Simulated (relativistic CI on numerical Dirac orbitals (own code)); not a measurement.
**Cu⁴⁺ in a cubic cluster: 2p photoemission with charge transfer**

Computed with a charge-transfer multiplet model of a cubic metal-ligand cluster with up to 3 ligand holes, Slater and spin-orbit integrals from Dirac-Coulomb-Breit ions, Slater integrals scaled by 0.7. The ground state mixes d7 with configurations of k ligand holes L, whose averages lie at kΔ + k(k − 1)U_dd/2; a core hole lowers each added d electron by U_cd. 300 K, Lorentzian 0.6 eV and Gaussian 0.8 eV FWHM.

Atomic integrals in eV (Slater integrals scaled, ζ unscaled), ground: F2dd 10.358, F4dd 6.495, zeta_d 0.120; with the core hole: F2dd 11.484, F4dd 7.232, zeta_d 0.162, zeta_core 13.365, F2cd 7.063, G1cd 5.548, G3cd 3.160.

Cluster parameters (eV): Δ = -0.6, U_cd = 8.6, 10Dq = 1.55, 10Dq(ligand) = 0.7, V(eg) = 2.5, V(t2g) = -1.25, final-state hopping factor = 1.

```tsv
Case	n_d	d7	d8L	d9L2	d10L3	S
U_dd = 5.4 eV	7.86	0.28	0.58	0.13	0.01	0.51
U_dd = 6.8 eV	7.81	0.30	0.59	0.10	0.00	0.51
U_dd = 7.5 eV	7.78	0.31	0.59	0.09	0.00	0.52
U_dd = 8.2 eV	7.77	0.32	0.60	0.08	0.00	0.52
U_dd = 9.6 eV	7.74	0.33	0.60	0.07	0.00	0.52
```

Weights, n_d and S are thermal averages at 300 K. Binding energies count from the first peak over 30 % of the highest in each spectrum, which can be another peak from case to case. The parameters are a model scan and need not match a compound or its usual spin state. Peaks in eV (height, largest 100):
- U_dd = 5.4 eV: 0.0 (100), 7.6 (48), 13.4 (11), 20.5 (53), 27.9 (26), 33.5 (7)
- U_dd = 6.8 eV: 0.0 (100), 7.8 (34), 14.6 (8), 20.6 (53), 28.4 (18)
- U_dd = 7.5 eV: 0.0 (100), 5.7 (7), 7.9 (29), 15.4 (7), 20.6 (52), 28.6 (15)
- U_dd = 8.2 eV: 0.0 (100), 5.7 (6), 8.1 (25), 10.4 (10), 16.1 (6), 20.7 (52), 28.7 (13)
- U_dd = 9.6 eV: 0.0 (100), 5.6 (6), 8.6 (20), 11.0 (8), 20.8 (52), 29.2 (9), 30.5 (8)

For the case U_dd = 7.5 eV, Δ = -0.6 eV is smaller than U_dd = 7.5 eV, the charge-transfer side of the Zaanen-Sawatzky-Allen scheme (negative Δ: between configuration averages a ligand hole costs less than the nominal valence; multiplet and field energies can change this for the lowest states). With the core hole the average of the configuration with one ligand hole lies at Δ − U_cd = -9.2 eV before mixing: it lies below the unscreened one, so the lowest final states are mostly screened and the unscreened weight appears at higher binding energy as a satellite.
